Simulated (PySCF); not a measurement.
Coordinates in bohr (charge 0 multiplicity 1):
```
Mg    2.7174    0.0000    0.0000
Mg   -2.7174    0.0000    0.0000
F     0.0000    2.3580    0.0000
F     0.0000   -2.3580    0.0000
F     6.0308    0.0000    0.0000
F    -6.0308    0.0000    0.0000
```

Method: PySCF, B3LYP, basis Mg def2-TZVP, F def2-TZVP (no relativity, density fitting).

This geometry of Mg₂F₄ is a stationary point at this level.

(1) What is the point group?

(2) Is it a minimum?

(3) List the harmonic modes with their infrared intensities.

(4) What are the dipole moment and the gap between the highest occupied and lowest empty levels?

(5) Give the ideal-gas entropy at 298.15 K and 1 bar by parts.

Answers

(1) D2h.

(2) Yes: all harmonic wavenumbers are real, though the softest, 44 cm⁻¹, leaves little margin.

(3) 
```csv
symmetry,ω (cm⁻¹),IR (km/mol)
b3u,44,30.9
b2u,94,59.3
b2g,127,0.0
b3g,138,0.0
ag,251,0.0
b3u,258,195
b3g,429,0.0
b1u,450,45.9
ag,481,0.0
b2u,490,225
b1u,767,347
ag,791,0.0
```

(4) 0.00 D and 7.44 eV.

(5) translation 169.0, rotation 105.9, vibration 89.3, spin 0.0; total 364.1 J/(mol K).

Only a few start shapes were tried, so a lower isomer may exist.
